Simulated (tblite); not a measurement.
Species: C6H8NO2 (doublet state).
SMILES with atom numbers: `[CH3:1]/[CH:2]=[N:3]/[C:4](=[O:5])[CH:6][CH2:7][CH:8]=[O:9]` (hydrogens: H10, H11, H12 on C1; H13 on C2; H14 on C6; H15, H16 on C7; H17 on C8)
Bond orders are those of one Lewis drawing.

Computed with GFN2-xTB (tblite), gas phase: L-BFGS steps from a force-field or distance-geometry start until the largest atomic force falls under 0.01 eV/Å.

The end geometry, which sets the zero of energy:
```
atom  x, y, z in Å
C1      3.5055    0.1368   -0.1261
C2      2.1251   -0.3616   -0.3385
N3      1.1889   -0.0694    0.4415
C4     -0.1141   -0.5526    0.4299
O5     -0.3645   -1.7500    0.5506
C6     -1.0932    0.4792    0.3688
C7     -2.5105    0.1131    0.2321
C8     -3.0749    0.2816   -1.1697
O9     -2.5283    0.7820   -2.1041
H10     4.1884   -0.7092   -0.0639
H11     3.8103    0.7452   -0.9766
H12     3.5647    0.7231    0.7858
H13     1.9667   -0.9758   -1.2326
H14    -0.7810    1.5043    0.2622
H15    -2.6352   -0.9397    0.5083
H16    -3.1510    0.7262    0.8757
H17    -4.1037   -0.1210   -1.2452
```

Question: These geometries come from the run, each turned onto the end geometry. Order them by energy, lowest first.
A.
```
atom  x, y, z in Å
C1      3.5611    0.1809   -0.0980
C2      2.2276   -0.4496   -0.2503
N3      1.2100   -0.0014    0.3309
C4     -0.0567   -0.5774    0.3770
O5     -0.2324   -1.7490    0.7068
C6     -1.0910    0.3636    0.1113
C7     -2.5050   -0.0463    0.0953
C8     -3.3121    0.5584   -1.0308
O9     -2.9470    1.4221   -1.7732
H10     4.1937   -0.4601    0.5177
H11     4.0469    0.2730   -1.0672
H12     3.4747    1.1549    0.3755
H13     2.1801   -1.3088   -0.9284
H14    -0.8367    1.3711   -0.1750
H15    -2.5792   -1.1373    0.0831
H16    -3.0071    0.2835    1.0180
H17    -4.3337    0.1344   -1.0946
```
B.
```
atom  x, y, z in Å
C1      3.5285    0.1396   -0.1202
C2      2.1514   -0.3791   -0.2938
N3      1.1932   -0.0044    0.4256
C4     -0.0945   -0.5314    0.4147
O5     -0.3134   -1.7319    0.5669
C6     -1.1007    0.4679    0.3155
C7     -2.5093    0.0642    0.1995
C8     -3.1426    0.3487   -1.1523
O9     -2.6491    0.9322   -2.0698
H10     4.2064   -0.6971    0.0433
H11     3.8494    0.6425   -1.0340
H12     3.5878    0.8218    0.7215
H13     2.0133   -1.0960   -1.1133
H14    -0.8243    1.5015    0.1892
H15    -2.5911   -1.0126    0.3859
H16    -3.1371    0.5944    0.9276
H17    -4.1747   -0.0482   -1.2079
```
C.
```
atom  x, y, z in Å
C1      3.6117    0.1344   -0.0998
C2      2.2605   -0.4672   -0.1393
N3      1.2261    0.1712    0.1988
C4     -0.0249   -0.4696    0.2303
O5     -0.1472   -1.6697    0.4760
C6     -1.1113    0.4249    0.0339
C7     -2.4943   -0.0795    0.0331
C8     -3.4233    0.5982   -0.9516
O9     -3.3007    1.6980   -1.4017
H10     4.1898   -0.3381    0.6947
H11     4.1297   -0.0556   -1.0387
H12     3.5436    1.2004    0.0975
H13     2.1906   -1.5052   -0.4904
H14    -0.9152    1.4684   -0.1489
H15    -2.4991   -1.1649   -0.1026
H16    -2.9491    0.1014    1.0199
H17    -4.2936   -0.0348   -1.2129
```
D.
```
atom  x, y, z in Å
C1      3.4586    0.2796    0.1061
C2      2.2537   -0.5821    0.0283
N3      1.1324   -0.0627   -0.2483
C4     -0.0390   -0.8191   -0.3170
O5     -0.2048   -1.9085    0.2101
C6     -1.0958    0.0087   -0.8044
C7     -2.3380   -0.0419   -0.0132
C8     -3.4958    0.7407   -0.5632
O9     -3.5053    1.9464   -0.6343
H10     4.2517   -0.1552    0.6994
H11     3.8600    0.4730   -0.8870
H12     3.1727    1.2454    0.5013
H13     2.3790   -1.6650    0.1850
H14    -0.8773    0.9405   -1.3023
H15    -2.5926   -1.0616    0.2911
H16    -2.0045    0.5226    0.8634
H17    -4.3617    0.1514   -0.9169
```
E.
```
atom  x, y, z in Å
C1      3.4953    0.2828    0.0974
C2      2.2817   -0.6137    0.0226
N3      1.1685   -0.0639   -0.1946
C4     -0.0739   -0.7709   -0.2993
O5     -0.2022   -1.9305    0.1792
C6     -1.1975   -0.0520   -0.9827
C7     -2.3295   -0.0081    0.0047
C8     -3.5233    0.7033   -0.5559
O9     -3.4498    1.9169   -0.5780
H10     4.2710   -0.1870    0.7098
H11     3.8713    0.5146   -0.9098
H12     3.1465    1.2741    0.5155
H13     2.3641   -1.6877    0.1825
H14    -0.8680    0.9809   -1.2382
H15    -2.5989   -1.0524    0.2575
H16    -1.9640    0.5502    0.9111
H17    -4.3982    0.1556   -0.9235
```

Answer: B (0.005 eV), A (0.035 eV), C (0.071 eV), D (0.586 eV), E (1.311 eV).

In the order of the answer:

```
step  E above end (eV)  largest force (eV/Å)  rms force component (eV/Å)  rms distance from end (Å)  rms bond change (Å)  bond most changed (Å)
 128             0.005                  0.15                       0.037                      0.109                0.001           C2=N3 +0.002
  86             0.035                  0.09                       0.027                      0.433                0.003           C7–C8 -0.009
  51             0.071                  0.10                       0.028                      0.636                0.005           N3–C4 +0.016
   4             0.586                  0.92                       0.249                      1.002                0.008           C7–C8 -0.019
   0             1.311                  3.60                       0.978                      1.011                0.032           C4–C6 +0.075
```

What follows is the cost of the whole relaxation. On an Arm Neoverse V2 with one thread, shared host with 96 logical CPUs at a one-minute load of 71, this took 0.83 s wall.
